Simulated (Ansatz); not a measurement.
Cost and result up the ladder for the cluster Zn7Se6I2 (15 atoms). Total charge 0; singlet. Geometry: r2SCAN-D4/def2-SVP.

```xyz
15

Zn   -3.535   -2.194    0.605
Zn    2.460    0.304    1.033
Zn    2.885    2.242   -0.910
Zn   -0.048    1.954    0.487
Zn   -0.951   -0.580    1.617
Zn   -0.085    0.452   -1.755
Zn   -2.021   -1.701   -1.125
Se    0.775    2.818   -1.661
Se    4.490    1.316    0.363
Se    1.629   -1.149   -0.807
Se   -0.051   -2.488    0.247
Se    0.716    0.983    2.544
Se   -2.089    0.780   -0.205
I    -2.910   -1.620    3.156
I    -1.267   -1.114   -3.590
```

Ansatz on 2 threads of AMD EPYC 7R13 on a shared host and a share (18 GiB) of an NVIDIA H100 80GB HBM3. Times are rough, and most runs start from the orbitals of an earlier one. No level here is sound enough to serve as a yardstick. Binding counts from free atoms at the same level (Zn singlet, Se triplet, I doublet; other spins of the atoms weren't run), without zero-point energy or a counterpoise term.

In the def2 sets I takes a core potential; there is no spin–orbit coupling. Correlated methods freeze 125 core orbitals; core or outer-core shells of Se, I are correlated, in sets that lack core-valence functions. The rows differ in basis, and correlated rows in double-zeta sets carry the largest basis error. Single mean-field runs in def2-SVP, def2-TZVP are fitted with def2-universal-jkfit. Another isomer (singlet) lies 1.09 eV lower at PBE0-D4/def2-TZVP; other spin states weren't run for this one.

Correlated methods converge slowly with the basis, most of all in double-zeta sets.

| level | functions | binding energy per atom (eV) |
| --- | --- | --- |
| PBE0-D4/def2-TZVP | 724 | 2.24 |
| MP2/def2-SVP | 461 | 2.15 |
| r2SCAN-D4/def2-SVP | 461 | 2.49 |
| HF/def2-SVP | 461 | 1.35 |
| PBE-D4/def2-SVP (with forces) | 461 | 2.42 |
| PBE0-D4/def2-SVP | 461 | 2.38 |
| PBE-D4/def2-TZVP | 724 | 2.23 |

(1) Estimate how long each takes.

Answers

(1) HF/def2-SVP 20 s; PBE-D4/def2-SVP (with forces) 20 s; r2SCAN-D4/def2-SVP 21 s; PBE0-D4/def2-SVP 24 s; PBE-D4/def2-TZVP 25 s; MP2/def2-SVP 26 s; PBE0-D4/def2-TZVP 27 s. On shared hardware such times vary by a factor of up to 3.
